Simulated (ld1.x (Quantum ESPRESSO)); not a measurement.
## Configuration tests for P (Z = 15) (TM)

P (Z = 15), norm-conserving Troullier–Martins (Kleinman–Bylander form), made with ld1.x (Quantum ESPRESSO) 7.5 (LDA (PZ), non-relativistic). Core [Ne], reference 3s2 3p3. Waves: 3p (bound): rc 1.50 bohr; 3d channel at 0.3 Ry: rc 1.50 bohr; 3s (bound): rc 1.55 bohr. Local part: the s channel. Core correction: a·sin(br)/r model core inside 0.90 bohr.

Energies are relative to the spin-unpolarised reference configuration 3s2 3p3; without spin polarisation the order of configurations can differ from experiment. Spin-polarised rows fill each open shell by Hund’s rule, majority spin first. The frozen-core shift is the all-electron ΔE with the core orbitals held at their reference shape minus the fully relaxed ΔE.

```
   valence configuration  charge  ΔE all-electron (eV)  error AE − PS (meV)  frozen-core shift (meV)
                 3s2 3p2      +1                 9.833                 +3.7                     +1.1
                 3s2 3p1      +2                29.095                  +23                      +11
                 3s2 3p0      +3                59.000                  +71                      +49
                 3s0 3p5       0                16.954                 +2.0                     +1.8
               3s2 3p3.3    -0.3                -1.340                 +0.1                     +0.1
                 3s1 3p4       0                 8.407                 +0.5                     +0.5
3s2 3p3 (spin-polarised)       0                -1.510                  +14                     +1.6
3s2 3p2 (spin-polarised)      +1                 8.990                  +12                     +2.1
```

Q: What are ΔE and the potential's error for 3s2 3p2.5?

A: ΔE = 3.827 eV all-electron; the error (AE − PS) is +0.7 meV.

Levels in the configuration 3s2 3p2.5:

| level | all-electron (eV) | pseudo (eV) |
| --- | --- | --- |
| 3s | -18.392 | -18.388 |
| 3p | -9.767 | -9.764 |
